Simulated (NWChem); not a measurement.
System: C2H8Si2; SMILES C(=C/[SiH3])/[SiH3]

The following NWChem deck was run.

```
start job
memory heap 200 mb stack 700 mb global 900 mb
geometry units angstroms noautosym
  Si     1.830599    -0.115094     0.420031
  C      0.668544    -0.012856    -1.060969
  C     -0.674110     0.082080    -1.064014
  Si    -1.829338     0.087349     0.415955
  H      1.907637    -1.547000     0.954094
  H      3.225118     0.303838    -0.051718
  H      1.381998     0.816179     1.541641
  H      1.170491    -0.024203    -2.040829
  H     -1.171522     0.147199    -2.044463
  H     -1.074681    -0.323395     1.675980
  H     -2.967816    -0.903838     0.157247
  H     -2.440148     1.477138     0.606116
end
basis spherical
  * library def2-svp
end
dft
  xc pbe0
  grid fine
  iterations 150
end
driver
  maxiter 120
  tight
end
task dft optimize
task dft freq
```

NWChem printed, in part:

```
             Northwest Computational Chemistry Package (NWChem) 7.3.0
             --------------------------------------------------------

                             Geometry "geometry" -> ""
                             -------------------------

 Output coordinates in angstroms (scale by  1.889725989 to convert to a.u.)

  No.       Tag          Charge          X              Y              Z
 ---- ---------------- ---------- -------------- -------------- --------------
    1 Si                  14.0000     1.83027952    -0.11452800     0.42519821
    2 C                    6.0000     0.66822452    -0.01229000    -1.05580179
    3 C                    6.0000    -0.67442948     0.08264600    -1.05884679
    4 Si                  14.0000    -1.82965748     0.08791500     0.42112221
    5 H                    1.0000     1.90731752    -1.54643400     0.95926121
    6 H                    1.0000     3.22479852     0.30440400    -0.04655079
    7 H                    1.0000     1.38167852     0.81674500     1.54680821
    8 H                    1.0000     1.17017152    -0.02363700    -2.03566179
    9 H                    1.0000    -1.17184148     0.14776500    -2.03929579
   10 H                    1.0000    -1.07500048    -0.32282900     1.68114721
   11 H                    1.0000    -2.96813548    -0.90327200     0.16241421
   12 H                    1.0000    -2.44046748     1.47770400     0.61128321

 Effective nuclear repulsion energy (a.u.)     194.8660238412

                                Z-matrix (autoz)
                                --------

 Units are Angstrom for bonds and degrees for angles

      Type          Name      I     J     K     L     M      Value
      ----------- --------  ----- ----- ----- ----- ----- ----------
    1 Stretch                  1     2                       1.88525
    2 Stretch                  1     5                       1.53020
    3 Stretch                  1     6                       1.53060
    4 Stretch                  1     7                       1.52529
    5 Stretch                  2     3                       1.34601
    6 Stretch                  2     8                       1.10100
    7 Stretch                  3     4                       1.87747
    8 Stretch                  3     9                       1.10134
    9 Stretch                  4    10                       1.52508
   10 Stretch                  4    11                       1.53151
   11 Stretch                  4    12                       1.52996
   12 Bend                     1     2     3               128.34951
   13 Bend                     1     2     8               114.68082
   14 Bend                     2     1     5               110.85198
   15 Bend                     2     1     6               107.73561
   16 Bend                     2     1     7               111.30087
   17 Bend                     2     3     4               127.74818
   18 Bend                     2     3     9               117.17455
   19 Bend                     3     2     8               116.96700
   20 Bend                     3     4    10               110.24567
   21 Bend                     3     4    11               108.80991
   22 Bend                     3     4    12               110.25379
   23 Bend                     4     3     9               115.06757
   24 Bend                     5     1     6               108.53140
   25 Bend                     5     1     7               109.23816
   26 Bend                     6     1     7               109.11646
   27 Bend                    10     4    11               109.45707
   28 Bend                    10     4    12               109.84728
   29 Bend                    11     4    12               108.18712
   30 Torsion                  1     2     3     4          -2.16726
   31 Torsion                  1     2     3     9         179.02868
   32 Torsion                  2     3     4    10         -11.75143
   33 Torsion                  2     3     4    11        -131.79767
   34 Torsion                  2     3     4    12         109.70291
   35 Torsion                  3     2     1     5          81.85405
   36 Torsion                  3     2     1     6        -159.53282
   37 Torsion                  3     2     1     7         -39.94599
   38 Torsion                  4     3     2     8         178.46321
   39 Torsion                  5     1     2     8         -98.76435
   40 Torsion                  6     1     2     8          19.84878
   41 Torsion                  7     1     2     8         139.43560
   42 Torsion                  8     2     3     9          -0.34085
   43 Torsion                  9     3     4    10         167.07401
   44 Torsion                  9     3     4    11          47.02777
   45 Torsion                  9     3     4    12         -71.47165

                           NWChem Geometry Optimization
                           ----------------------------

 maximum gradient threshold         (gmax) =   0.000015
 rms gradient threshold             (grms) =   0.000010
 maximum cartesian step threshold   (xmax) =   0.000060
 rms cartesian step threshold       (xrms) =   0.000040
 fixed trust radius                (trust) =   0.300000
 source of zmatrix                         =   autoz

          -------------------
          Energy Minimization
          -------------------

 Using diagonal initial Hessian
 Scaling for Hessian diagonals: bonds = 1.00  angles = 0.25  torsions = 0.10

          --------
          Step   0

                                 NWChem DFT Module
                                 -----------------

 Summary of "ao basis" -> "ao basis" (spherical)
 ------------------------------------------------------------------------------
       Tag                 Description            Shells   Functions and Types
 ---------------- ------------------------------  ------  ---------------------
 Si                         def2-svp                 8       18   4s3p1d
 C                          def2-svp                 6       14   3s2p1d
 H                          def2-svp                 3        5   2s1p

            General Information
            -------------------
          SCF calculation type: DFT
          Wavefunction type:  closed shell.
          No. of atoms     :    12
          No. of electrons :    48
           Alpha electrons :    24
            Beta electrons :    24
          Charge           :     0
          Spin multiplicity:     1
          Use of symmetry is: off; symmetry adaption is: off
          Maximum number of iterations: 150
          AO basis - number of functions:   104
                     number of shells:    52
          Convergence on energy requested:  1.00D-06
          Convergence on density requested:  1.00D-05
          Convergence on gradient requested:  5.00D-04

              XC Information
              --------------
                         PBE0 Method XC Functional
                     Hartree-Fock (Exact) Exchange  0.250
          PerdewBurkeErnzerhof Exchange Functional  0.750
            Perdew 1991 LDA Correlation Functional  1.000 local
           PerdewBurkeErnz. Correlation Functional  1.000 non-local

[...]

      ----------------------
      Optimization converged
      ----------------------

  Step       Energy      Delta E   Gmax     Grms     Xrms     Xmax
  ---- ---------------- -------- -------- -------- -------- --------
@   46    -659.37591118 -2.6D-10  0.00000  0.00000  0.00001  0.00004
                                     ok       ok       ok       ok

                                Z-matrix (autoz)
                                --------

 Units are Angstrom for bonds and degrees for angles

      Type          Name      I     J     K     L     M      Value     Gradient
      ----------- --------  ----- ----- ----- ----- ----- ---------- ----------
    1 Stretch                  1     2                       1.88672    0.00000
    2 Stretch                  1     5                       1.49525    0.00000
    3 Stretch                  1     6                       1.49407    0.00000
    4 Stretch                  1     7                       1.49525    0.00000
    5 Stretch                  2     3                       1.34612    0.00000
    6 Stretch                  2     8                       1.10039    0.00000
    7 Stretch                  3     4                       1.87565   -0.00000
    8 Stretch                  3     9                       1.10080   -0.00000
    9 Stretch                  4    10                       1.49397   -0.00000
   10 Stretch                  4    11                       1.49558   -0.00000
   11 Stretch                  4    12                       1.49558   -0.00000
   12 Bend                     1     2     3               127.78414    0.00000
   13 Bend                     1     2     8               115.09308   -0.00000
   14 Bend                     2     1     5               111.68903    0.00000
   15 Bend                     2     1     6               107.98136   -0.00000
   16 Bend                     2     1     7               111.68944    0.00000
   17 Bend                     2     3     4               126.82957   -0.00000
   18 Bend                     2     3     9               117.42419   -0.00000
   19 Bend                     3     2     8               117.12278    0.00000
   20 Bend                     3     4    10               110.25341   -0.00000
   21 Bend                     3     4    11               110.16247    0.00000
   22 Bend                     3     4    12               110.16555    0.00000
   23 Bend                     4     3     9               115.74624    0.00000
   24 Bend                     5     1     6               108.50293   -0.00000
   25 Bend                     5     1     7               108.38024   -0.00000
   26 Bend                     6     1     7               108.50349   -0.00000
   27 Bend                    10     4    11               109.16779   -0.00000
   28 Bend                    10     4    12               109.16757   -0.00000
   29 Bend                    11     4    12               107.87721   -0.00000
   30 Torsion                  1     2     3     4          -0.00334   -0.00000
   31 Torsion                  1     2     3     9         179.99847   -0.00000
   32 Torsion                  2     3     4    10          -0.02787   -0.00000
   33 Torsion                  2     3     4    11        -120.57904   -0.00000
   34 Torsion                  2     3     4    12         120.52503   -0.00000
   35 Torsion                  3     2     1     5          60.81001    0.00000
   36 Torsion                  3     2     1     6        -179.97048    0.00000
   37 Torsion                  3     2     1     7         -60.75005    0.00000
   38 Torsion                  4     3     2     8         179.99782    0.00000
   39 Torsion                  5     1     2     8        -119.19113    0.00000
   40 Torsion                  6     1     2     8           0.02837    0.00000
   41 Torsion                  7     1     2     8         119.24880    0.00000
   42 Torsion                  8     2     3     9          -0.00036    0.00000
   43 Torsion                  9     3     4    10         179.97035   -0.00000
   44 Torsion                  9     3     4    11          59.41917   -0.00000
   45 Torsion                  9     3     4    12         -59.47676   -0.00000

                         Geometry "geometry" -> "geometry"
                         ---------------------------------

 Output coordinates in angstroms (scale by  1.889725989 to convert to a.u.)

[...]

 Rotational Constants
 --------------------
 A=   0.288229 cm-1  (  0.414688 K)
 B=   0.071772 cm-1  (  0.103261 K)
 C=   0.059875 cm-1  (  0.086145 K)

 Temperature                      =   298.15K
 frequency scaling parameter      =   1.0000

 Zero-Point correction to Energy  =   51.493 kcal/mol  (  0.082060 au)
 Thermal correction to Energy     =   55.968 kcal/mol  (  0.089191 au)
 Thermal correction to Enthalpy   =   56.560 kcal/mol  (  0.090135 au)

 Total Entropy                    =   82.941 cal/mol-K
   - Translational                =   39.320 cal/mol-K (mol. weight =  88.0165)
   - Rotational                   =   26.656 cal/mol-K (symmetry #  =        1)
   - Vibrational                  =   16.965 cal/mol-K

 Cv (constant volume heat capacity) =   24.932 cal/mol-K
   - Translational                  =    2.979 cal/mol-K
   - Rotational                     =    2.979 cal/mol-K
   - Vibrational                    =   18.973 cal/mol-K

[normal modes left out]

 ----------------------------------------------------------------------------
 Normal Eigenvalue ||           Projected Infra Red Intensities
  Mode   [cm**-1]  || [atomic units] [(debye/angs)**2] [(KM/mol)] [arbitrary]
 ------ ---------- || -------------- ----------------- ---------- -----------
    1       -0.000 ||    0.000027           0.001         0.027       0.006
    2        0.000 ||    0.000041           0.001         0.040       0.010
    3        0.000 ||    0.000053           0.001         0.051       0.012
    4        0.000 ||    0.000150           0.003         0.146       0.035
    5        0.000 ||    0.000257           0.006         0.250       0.060
    6        0.000 ||    0.000001           0.000         0.001       0.000
    7       49.475 ||    0.000030           0.001         0.029       0.007
    8      123.805 ||    0.000038           0.001         0.037       0.009
    9      142.375 ||    0.000201           0.005         0.196       0.047
   10      270.950 ||    0.000005           0.000         0.005       0.001
   11      332.117 ||    0.000171           0.004         0.167       0.040
   12      514.084 ||    0.000524           0.012         0.510       0.122
   13      580.329 ||    0.001028           0.024         1.002       0.240
   14      652.315 ||    0.094255           2.175        91.884      21.987
   15      670.392 ||    0.001078           0.025         1.051       0.251
   16      699.276 ||    0.036624           0.845        35.703       8.543
   17      754.576 ||    0.147186           3.396       143.484      34.335
   18      782.467 ||    0.040720           0.939        39.696       9.499
   19      902.924 ||    0.255665           5.898       249.235      59.640
   20      933.450 ||    0.053349           1.231        52.008      12.445
   21      941.723 ||    0.169450           3.909       165.188      39.528
   22      944.697 ||    0.035147           0.811        34.263       8.199
   23      947.649 ||    0.029947           0.691        29.194       6.986
   24      949.001 ||    0.091633           2.114        89.328      21.375
   25     1039.797 ||    0.000561           0.013         0.547       0.131
   26     1166.275 ||    0.002650           0.061         2.584       0.618
   27     1332.071 ||    0.002633           0.061         2.567       0.614
   28     1653.664 ||    0.000104           0.002         0.102       0.024
   29     2226.538 ||    0.040046           0.924        39.038       9.342
   30     2227.895 ||    0.040862           0.943        39.835       9.532
   31     2230.039 ||    0.169217           3.904       164.961      39.474
   32     2230.264 ||    0.092855           2.142        90.520      21.661
   33     2238.279 ||    0.142144           3.279       138.569      33.158
   34     2243.425 ||    0.080372           1.854        78.350      18.749
   35     3117.819 ||    0.004077           0.094         3.975       0.951
   36     3139.672 ||    0.010153           0.234         9.897       2.368
 ----------------------------------------------------------------------------
```

Level: PBE0/def2-SVP.
